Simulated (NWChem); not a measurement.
Species: SiH₂OF₂; SMILES F[SiH](F)O

```xyz
6

Si     0.0005     0.0245    -0.3411
O      0.0063     1.5586     0.2133
F      1.2749    -0.7903     0.2112
F     -1.2816    -0.7792     0.2096
H      0.0021     0.0473    -1.8080
H     -0.0013     1.7227     1.1612
```
Atoms are numbered in this order, from 1.

All runs: NWChem. Pople sets run with spherical d functions. The geometry was optimised at PBE0/def2-SVP. B3LYP is NWChem's, with the RPA form of VWN correlation. Static field.

```
level                                            isotropic polarisability (bohr³)  anisotropy (bohr³)
-----------------------------------------------  --------------------------------  ------------------
PBE/6-31+G*                                                                   [?]                 2.8
B3LYP/6-31+G*                                                                25.7                 2.7
LC-BLYP (range parameter 0.33 per bohr)/6-31+G*                              26.3                 2.5
CAM-B3LYP/6-31+G*                                                            25.3                 2.6
```

Question: Complete the blanks.

Answer: 
- PBE/6-31+G*, isotropic polarisability (bohr³): 27.3
